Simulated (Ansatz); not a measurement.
`[SiH3]S[SiH]1CO1` and `[AsH2][SiH]1CO1` differ in one atom or group.

Ansatz, PBE0-D4/def2-TZVP geometries, multiplicity 1. Each molecule was computed in one conformer, which needn't be the lowest.

Scalar relativity is left out up to krypton.

```
                                          property  `[SiH3]S[SiH]1CO1`
                LUMO energy (PBE0/def2-TZVPP) / eV               -0.44
             HOMO energy (ωB97M-V/def2-TZVPP) / eV               -9.61
               HOMO–LUMO gap (PBE/def2-TZVPP) / eV                4.93
size of the dipole moment (ωB97M-V/def2-TZVPP) / D                2.11
               LUMO energy (B3LYP/def2-TZVPP) / eV               -0.63
              HOMO–LUMO gap (PBE0/def2-TZVPP) / eV                6.99
```

(1) What does the change do to each property? (Best estimate.)

Results:

(1) Ansatz gave: 
```tsv
property	`[AsH2][SiH]1CO1`	shift
LUMO energy (PBE0/def2-TZVPP) / eV	-0.61	-0.17
HOMO energy (ωB97M-V/def2-TZVPP) / eV	-9.71	-0.10
HOMO–LUMO gap (PBE/def2-TZVPP) / eV	4.88	-0.05
size of the dipole moment (ωB97M-V/def2-TZVPP) / D	1.99	-0.12
LUMO energy (B3LYP/def2-TZVPP) / eV	-0.81	-0.18
HOMO–LUMO gap (PBE0/def2-TZVPP) / eV	6.93	-0.06
```

With PBE0 the HOMO falls by 0.12 eV and the LUMO falls by 0.17 eV, so the gap narrows by about 0.05 eV. PBE moves the HOMO by -0.12 eV and ωB97M-V by -0.10 eV. Dipoles are sizes alone; their direction can turn.

B3LYP here is the variant with VWN-RPA as its local correlation; programs differ in this.
